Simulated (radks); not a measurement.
Computed order of ionisation of copper. At each step one electron was removed from each of the four highest sub-shells of the ion before, moves of one valence electron (up to charge 6) and the configuration listed by NIST were tried, and the lowest configuration was kept. Calculated with a radial shooting solver on a logarithmic mesh with Libxc functionals: scalar-relativistic Kohn-Sham, PBEsol, spin-polarised, spherical densities, finite nucleus; Fermi nuclear charge, rms radius of each element as measured or else 0.836 A^(1/3) + 0.57 fm. Open shells are filled with parallel spins first.

species  lowest configuration found  NIST configuration  margin to the next tried (eV)  IE (eV)  NIST IE (eV)       kind
Cu                    [Ar] 3d10 4s1                same                          1.996    8.367         7.726       exp.
Cu+                       [Ar] 3d10                same                          2.800   21.052        20.292       exp.
Cu2+                       [Ar] 3d9                same                          8.078   38.101         36.84       exp.
Cu3+                       [Ar] 3d8                same                         14.643   57.971         57.38  semi-emp.
Cu4+                       [Ar] 3d7                same                         22.211   80.184            80  semi-emp.
Cu5+                       [Ar] 3d6                same                         30.575   104.41           103  semi-emp.
Cu6+                       [Ar] 3d5                same                         48.300   138.88           139  semi-emp.
Cu7+                       [Ar] 3d4                same                         62.412   168.10           166     theory
Cu8+                       [Ar] 3d3                same                         63.468   198.99           198     theory
Cu9+                       [Ar] 3d2                same                         64.459   231.44         232.2  semi-emp.
Cu10+                      [Ar] 3d1                same                         65.415   265.34         265.3       exp.
Cu11+                          [Ar]                same                         66.390   368.01           367  semi-emp.
Cu12+                  [Ne] 3s2 3p5                same                         44.503   401.71         401.0  semi-emp.
Cu13+                  [Ne] 3s2 3p4                same                         44.380   435.39           436  semi-emp.

Reference values: NIST Atomic Spectra Database (exp. = measured, semi-emp. = semi-empirical, theory = theoretical value adopted there). Open shells are spherical and high-spin; term and fine-structure splittings are not resolved.
